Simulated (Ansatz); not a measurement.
Lin: PBE0/def2-SVP single points in Ansatz on relaxed structures, gas phase. Each cluster is the lowest isomer that a short search found in that spin, judged at the geometry's level, and lower ones may exist. HOMO and LUMO are taken over both spins. Binding counts from free atoms in the multiplicity of their measured ground term, without zero-point energy. The structures are stationary points that may keep the symmetry of their start. Remarks come from the PBE and PBE0 runs and from stability tests at other levels; not every state was tested.

(1) Estimate the order by gap (eV), lowest first.
A. Li8 (singlet)
B. Li5 (doublet)
C. Li3 (doublet)
D. Li9 (doublet)
E. Li18 (singlet)

(1) D (1.26), B (1.39), E (1.45), C (1.52), A (2.24).

In full:

```csv
species,atoms,state,geometry,HOMO (eV),LUMO (eV),gap (eV),binding per atom (eV),point group (within 0.1 Å),remarks
Li3,3,doublet,PBE/def2-TZVP,-3.02,-1.51,1.52,0.50,C2v,–
Li5,5,doublet,PBE/def2-TZVP,-3.12,-1.73,1.39,0.72,–,spin-contaminated (⟨S²⟩ up to 1.03)
Li7,7,doublet,PBE/def2-TZVP,-3.11,-1.69,1.42,0.89,D5h,–
Li8,8,singlet,PBE0/def2-TZVP,-3.43,-1.19,2.24,0.93,Cs,restricted SCF unstable in HF
Li9,9,doublet,r2SCAN/def2-TZVP,-2.66,-1.40,1.26,0.95,–,–
Li12,12,singlet,PBE0/def2-SVP,-2.98,-1.69,1.29,1.00,–,restricted SCF unstable in HF
Li18,18,singlet,PBE0/def2-SVP,-3.27,-1.83,1.45,1.11,–,restricted SCF unstable in HF
```

The gap (eV) runs from 1.26 (Li9) to 2.24 (Li8). It doesn't follow size steadily. The binding per atom (eV) runs from 0.50 (Li3) to 1.11 (Li18). It rises with size.
